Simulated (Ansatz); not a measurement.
Harmonic vibrations of Li6Si by finite differences.

```yaml
crystal:
  periodic: [false, false, false]
  atoms:
    - {symbol: Li, position_ang: [-0.334449, -1.891085, -0.006340]}
    - {symbol: Li, position_ang: [1.612580, -0.159725, -1.039330]}
    - {symbol: Li, position_ang: [2.534440, -2.128883, 1.204655]}
    - {symbol: Li, position_ang: [-0.545995, 2.694773, -0.935391]}
    - {symbol: Li, position_ang: [0.309117, 0.453476, 1.369114]}
    - {symbol: Li, position_ang: [-2.808457, 0.674659, 0.262978]}
    - {symbol: Si, position_ang: [-0.767227, 0.356775, -0.855687]}
basis:
  gaussian: {orbitals: def2-TZVP}
hamiltonian: {xc: {name: B3LYP}, dispersion: d4}
scf: {omitted_lower_state_checks: [starts]}
phonons: {temperatures: {t_min: 298.15, t_max: 900, t_step: 200}}
```

```sh
$ ansatz run in.yaml --threads 4 --pin off --events-out ev --progress --plain --max-ram 3916MiB
```

Shortened log:

```
Functional definition: B3LYP
mean field -9107.09238127 eV, -334.6794720027 hartree, gradient 2.9e-5 eV, S^2 0.000000; 0 other end points of the search recorded, 0 dependent functions left out
mean field -9107.09238400 eV, -334.6794721031 hartree, gradient 2.5e-6 eV, S^2 0.000000; 0 other end points of the search recorded, 0 dependent functions left out
mean field -9107.09237285 eV, -334.6794716934 hartree, gradient 2.5e-6 eV, S^2 0.000000; 0 other end points of the search recorded, 0 dependent functions left out
mean field -9107.09235418 eV, -334.6794710073 hartree, gradient 2.7e-6 eV, S^2 0.000000; 0 other end points of the search recorded, 0 dependent functions left out
mean field -9107.09238753 eV, -334.6794722330 hartree, gradient 1.9e-6 eV, S^2 0.000000; 0 other end points of the search recorded, 0 dependent functions left out
mean field -9107.09236801 eV, -334.6794715156 hartree, gradient 1.2e-6 eV, S^2 0.000000; 0 other end points of the search recorded, 0 dependent functions left out
mean field -9107.09238885 eV, -334.6794722812 hartree, gradient 1.5e-6 eV, S^2 0.000000; 0 other end points of the search recorded, 0 dependent functions left out
mean field -9107.09236810 eV, -334.6794715188 hartree, gradient 2.0e-6 eV, S^2 0.000000; 0 other end points of the search recorded, 0 dependent functions left out
mean field -9107.09237343 eV, -334.6794717147 hartree, gradient 1.5e-6 eV, S^2 0.000000; 0 other end points of the search recorded, 0 dependent functions left out
mean field -9107.09237581 eV, -334.6794718020 hartree, gradient 2.2e-6 eV, S^2 0.000000; 0 other end points of the search recorded, 0 dependent functions left out
mean field -9107.09238168 eV, -334.6794720179 hartree, gradient 2.0e-6 eV, S^2 0.000000; 0 other end points of the search recorded, 0 dependent functions left out
mean field -9107.09239459 eV, -334.6794724922 hartree, gradient 1.7e-6 eV, S^2 0.000000; 0 other end points of the search recorded, 0 dependent functions left out
mean field -9107.09236198 eV, -334.6794712939 hartree, gradient 1.8e-6 eV, S^2 0.000000; 0 other end points of the search recorded, 0 dependent functions left out
mean field -9107.09237929 eV, -334.6794719299 hartree, gradient 7.3e-6 eV, S^2 0.000000; 0 other end points of the search recorded, 0 dependent functions left out
mean field -9107.09237932 eV, -334.6794719311 hartree, gradient 7.0e-6 eV, S^2 0.000000; 0 other end points of the search recorded, 0 dependent functions left out
mean field -9107.09237536 eV, -334.6794717855 hartree, gradient 6.5e-6 eV, S^2 0.000000; 0 other end points of the search recorded, 0 dependent functions left out
mean field -9107.09238480 eV, -334.6794721324 hartree, gradient 6.5e-6 eV, S^2 0.000000; 0 other end points of the search recorded, 0 dependent functions left out
mean field -9107.09238014 eV, -334.6794719612 hartree, gradient 6.9e-6 eV, S^2 0.000000; 0 other end points of the search recorded, 0 dependent functions left out
mean field -9107.09238006 eV, -334.6794719583 hartree, gradient 6.8e-6 eV, S^2 0.000000; 0 other end points of the search recorded, 0 dependent functions left out
mean field -9107.09238689 eV, -334.6794722095 hartree, gradient 7.2e-6 eV, S^2 0.000000; 0 other end points of the search recorded, 0 dependent functions left out
mean field -9107.09237335 eV, -334.6794717117 hartree, gradient 7.2e-6 eV, S^2 0.000000; 0 other end points of the search recorded, 0 dependent functions left out
mean field -9107.09239004 eV, -334.6794723251 hartree, gradient 2.1e-6 eV, S^2 0.000000; 0 other end points of the search recorded, 0 dependent functions left out
mean field -9107.09234476 eV, -334.6794706610 hartree, gradient 1.8e-6 eV, S^2 0.000000; 0 other end points of the search recorded, 0 dependent functions left out
mean field -9107.09236918 eV, -334.6794715585 hartree, gradient 9.4e-6 eV, S^2 0.000000; 0 other end points of the search recorded, 0 dependent functions left out
mean field -9107.09239190 eV, -334.6794723933 hartree, gradient 9.4e-6 eV, S^2 0.000000; 0 other end points of the search recorded, 0 dependent functions left out
mean field -9107.09240594 eV, -334.6794729095 hartree, gradient 2.4e-6 eV, S^2 0.000000; 0 other end points of the search recorded, 0 dependent functions left out
mean field -9107.09234933 eV, -334.6794708288 hartree, gradient 2.0e-6 eV, S^2 0.000000; 0 other end points of the search recorded, 0 dependent functions left out
mean field -9107.09238727 eV, -334.6794722233 hartree, gradient 1.8e-6 eV, S^2 0.000000; 0 other end points of the search recorded, 0 dependent functions left out
mean field -9107.09236939 eV, -334.6794715662 hartree, gradient 2.0e-6 eV, S^2 0.000000; 0 other end points of the search recorded, 0 dependent functions left out
mean field -9107.09237031 eV, -334.6794716000 hartree, gradient 2.2e-6 eV, S^2 0.000000; 0 other end points of the search recorded, 0 dependent functions left out
mean field -9107.09237349 eV, -334.6794717168 hartree, gradient 2.8e-6 eV, S^2 0.000000; 0 other end points of the search recorded, 0 dependent functions left out
mean field -9107.09233514 eV, -334.6794703074 hartree, gradient 1.5e-6 eV, S^2 0.000000; 0 other end points of the search recorded, 0 dependent functions left out
mean field -9107.09240520 eV, -334.6794728822 hartree, gradient 2.0e-6 eV, S^2 0.000000; 0 other end points of the search recorded, 0 dependent functions left out
mean field -9107.09237439 eV, -334.6794717499 hartree, gradient 7.5e-6 eV, S^2 0.000000; 0 other end points of the search recorded, 0 dependent functions left out
mean field -9107.09238567 eV, -334.6794721645 hartree, gradient 7.6e-6 eV, S^2 0.000000; 0 other end points of the search recorded, 0 dependent functions left out
mean field -9107.09237866 eV, -334.6794719070 hartree, gradient 1.1e-6 eV, S^2 0.000000; 0 other end points of the search recorded, 0 dependent functions left out
mean field -9107.09237699 eV, -334.6794718454 hartree, gradient 1.4e-6 eV, S^2 0.000000; 0 other end points of the search recorded, 0 dependent functions left out
mean field -9107.09235630 eV, -334.6794710850 hartree, gradient 2.2e-6 eV, S^2 0.000000; 0 other end points of the search recorded, 0 dependent functions left out
mean field -9107.09236218 eV, -334.6794713010 hartree, gradient 1.6e-6 eV, S^2 0.000000; 0 other end points of the search recorded, 0 dependent functions left out
mean field -9107.09235634 eV, -334.6794710865 hartree, gradient 1.5e-6 eV, S^2 0.000000; 0 other end points of the search recorded, 0 dependent functions left out
mean field -9107.09235955 eV, -334.6794712045 hartree, gradient 2.0e-6 eV, S^2 0.000000; 0 other end points of the search recorded, 0 dependent functions left out
mean field -9107.09237640 eV, -334.6794718239 hartree, gradient 2.1e-6 eV, S^2 0.000000; 0 other end points of the search recorded, 0 dependent functions left out
mean field -9107.09236404 eV, -334.6794713696 hartree, gradient 2.4e-6 eV, S^2 0.000000; 0 other end points of the search recorded, 0 dependent functions left out
Total energy: -9107.23926483 eV, -334.6848698741 hartree
Atom 0 at    -0.334449    -1.891085    -0.006340 Å, force     0.001491    -0.002852    -0.004462 eV/Å
Atom 1 at     1.612580    -0.159725    -1.039330 Å, force    -0.004534     0.000225     0.007670 eV/Å
Atom 2 at     2.534440    -2.128883     1.204655 Å, force    -0.008936     0.005214    -0.004903 eV/Å
Atom 3 at    -0.545995     2.694773    -0.935391 Å, force     0.002216     0.001748    -0.001816 eV/Å
Atom 4 at     0.309117     0.453476     1.369114 Å, force     0.010144     0.003481    -0.003087 eV/Å
Atom 5 at    -2.808457     0.674659     0.262978 Å, force    -0.006383    -0.002295    -0.001239 eV/Å
Atom 6 at    -0.767227     0.356775    -0.855687 Å, force     0.006001    -0.005521     0.007837 eV/Å
Dipole moment:    -0.229589     0.566407     0.511946 e Å
Vibrations: 73.25 83.64 102.50 124.59 153.81 161.96 195.57 220.74 241.51 275.65 375.83 378.53 420.37 474.79 481.60 cm⁻¹, zero-point energy 0.233360 eV
Checks for a lower state left out: starts
```

Hardware: 4 threads of Arm Neoverse V2 on a shared host. Wall time 31 s.

The restricted singlet is unstable towards broken spin symmetry in Hartree–Fock (as tested in another run); at B3LYP-D4/def2-TZVP this wasn't settled. The structure comes from a short search, and lower isomers may exist.
